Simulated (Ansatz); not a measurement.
Level of theory: frozen-core CCSD(T)/def2-TZVPP // TPSS-D3(BJ)/def2-SVP run with Ansatz (a first-principles code).

Ansatz 0.2 input:
```yaml
crystal:
  periodic: [false, false, false]
  atoms:
    - { symbol: Zn, position_ang: [0.001872, 0.049395, -0.037161] }
    - { symbol: Cl, position_ang: [-1.084178, 0.68886, 1.65154] }
    - { symbol: O, position_ang: [0.846316, -0.617246, -1.451642] }
    - { symbol: H, position_ang: [1.483373, 0.014429, -1.832611] }
basis:
  gaussian: { orbitals: def2-TZVPP }
correlation:
  method: ccsd_t
```

Output:

```
Functional definition: HF
983 factors; integrals over basis functions are off by at most 7.9e-4 eV
mean field evaluation 1: about -62932.9475 eV, gradient 4.2e1 eV
mean field evaluation 2: about -62933.1850 eV, gradient 4.2e1 eV
mean field evaluation 4: about -62936.4011 eV, gradient 4.0e0 eV
mean field evaluation 8: about -62936.4388 eV, gradient 6.3e-1 eV
mean field evaluation 16: about -62932.9475 eV, gradient 4.2e1 eV
mean field -62936.43978216 eV, -2312.8715021434 hartree, gradient 3.3e-6 eV, S^2 0.000000; 0 other end points of the search recorded, 0 dependent functions left out
11 core orbitals not correlated
reference -62936.43978216 eV, -2312.8715021434 hartree; 17, 17 occupied and 123, 123 virtual orbitals, 983 factors
second order -34.40676956 eV of doubles, -0.00000000 eV of singles
cycle   1  -31.22069159 eV  change     3.2e0 eV  update   1.5e-1
cycle   2  -32.41468845 eV  change    -1.2e0 eV  update   7.2e-2
cycle   3  -32.64692320 eV  change   -2.3e-1 eV  update   2.4e-2
cycle   4  -32.60156512 eV  change    4.5e-2 eV  update   1.0e-2
cycle   5  -32.57691515 eV  change    2.5e-2 eV  update   3.8e-3
cycle   6  -32.58215282 eV  change   -5.2e-3 eV  update   1.4e-3
cycle   7  -32.58247979 eV  change   -3.3e-4 eV  update   5.8e-4
cycle   8  -32.58160933 eV  change    8.7e-4 eV  update   2.0e-4
cycle   9  -32.58186516 eV  change   -2.6e-4 eV  update   6.6e-5
cycle  10  -32.58195951 eV  change   -9.4e-5 eV  update   2.6e-5
cycle  11  -32.58188885 eV  change    7.1e-5 eV  update   1.2e-5
cycle  12  -32.58188218 eV  change    6.7e-6 eV  update   6.0e-6
perturbative correction -0.93622338 eV, -0.0344055746 hartree
Total energy: -62969.95788772 eV, -2314.1032698032 hartree
```

Cost: roughly 70 core-seconds.
